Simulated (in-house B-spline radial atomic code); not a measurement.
## Ionising the mercury ion Hg⁺ with different functionals

Computed with a radial B-spline atomic code at the basis-set limit: scalar-relativistic (spin-free X2C) Hamiltonian, Fermi nucleus of rms radius 5.4648 fm, spin-polarised at highest spin, spherical fractional occupations for the functionals, and exact exchange of hybrids averaged over the configuration. The ionisation energy is the difference of two self-consistent energies, [Xe] 4f14 5d10 6s1 → [Xe] 4f14 5d10, without Breit or QED terms; ε is the level of the shell that loses the electron (its least bound occupied spin orbital). There is no spin-orbit coupling in this Hamiltonian.

```json
{"method": "PBE0", "rung": "global hybrid", "ΔSCF (eV)": "18.80", "-ε(6s) (eV)": "15.84"}
{"method": "B3LYP", "rung": "global hybrid", "ΔSCF (eV)": "?", "-ε(6s) (eV)": "?"}
{"method": "TPSSh", "rung": "global hybrid", "ΔSCF (eV)": "18.78", "-ε(6s) (eV)": "15.26"}
{"method": "BHandHLYP", "rung": "global hybrid", "ΔSCF (eV)": "18.54", "-ε(6s) (eV)": "16.57"}
{"method": "r2SCAN0", "rung": "global hybrid", "ΔSCF (eV)": "18.82", "-ε(6s) (eV)": "16.15"}
{"method": "B97-1", "rung": "global hybrid", "ΔSCF (eV)": "18.68", "-ε(6s) (eV)": "15.50"}
{"method": "HSE06", "rung": "range-separated hybrid", "ΔSCF (eV)": "18.83", "-ε(6s) (eV)": "15.46"}
{"method": "wB97X", "rung": "range-separated hybrid", "ΔSCF (eV)": "18.39", "-ε(6s) (eV)": "17.74"}
{"method": "CAM-B3LYP", "rung": "range-separated hybrid", "ΔSCF (eV)": "18.94", "-ε(6s) (eV)": "17.18"}
{"method": "LC-wPBE", "rung": "range-separated hybrid", "ΔSCF (eV)": "?", "-ε(6s) (eV)": "?"}
```

(1) What does B3LYP give?

(2) What does LC-wPBE give?

(3) Among the functionals, which spreads more, the ΔSCF values or the orbital energies?

(4) How do they compare with the NIST value?

Answers

(1) ΔSCF 19.08 eV, and -ε(6s) = 15.80 eV.

(2) ΔSCF 18.53 eV, and -ε(6s) = 18.22 eV.

(3) The orbital energies: ΔSCF values span about 0.70 eV and the orbital energies 2.96 eV; here energy differences depend much less on the functional than eigenvalues do.

(4) NIST lists 18.757 eV (measured, ground level to ground level). Errors run from -0.37 to +0.33 eV; TPSSh is closest (+0.02 eV), but part of that can be cancellation, since the calculations leave out Breit-QED terms.
